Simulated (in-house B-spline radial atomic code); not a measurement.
# Ionising As14+ with different functionals

Computed with an all-electron radial atomic-structure program (B-spline basis): scalar-relativistic (spin-free X2C) Hamiltonian, Fermi nucleus of rms radius 4.0968 fm, spin-polarised at highest spin, spherical fractional occupations for the functionals. The ionisation energy is the difference of two self-consistent energies, [Ar] 3d1 → [Ne] 3s2 3p6, without Breit or QED terms; ε is the level of the shell that loses the electron (its least bound occupied spin orbital). There is no spin-orbit coupling in this Hamiltonian.

Hybrids are left out here: with spherical fractional occupations of an open shell their exact exchange keeps a self-interaction that integer-occupation calculations don't have.

```tsv
method	rung	ΔSCF (eV)	-ε(3d) (eV)
RPBE	GGA	460.82	439.04
TPSS	meta-GGA	?	?
revTPSS	meta-GGA	?	?
r2SCAN	meta-GGA	459.92	438.56
SCAN	meta-GGA	459.89	438.54
```

Question: What does TPSS give?

Answer: ΔSCF 460.48 eV, and -ε(3d) = 438.74 eV.

Question: What does revTPSS give?

Answer: ΔSCF 460.13 eV, and -ε(3d) = 438.48 eV.

Question: Among the functionals, which spreads more, the ΔSCF values or the orbital energies?

Answer: The ΔSCF values: ΔSCF values span about 0.93 eV and the orbital energies 0.56 eV.

Question: How do they compare with the NIST value?

Answer: NIST lists 460 eV ± 3 (tabulated theory, ground level to ground level). Errors run from -0.11 to +0.82 eV; all lie within about twice that uncertainty, so the table can't rank the methods.
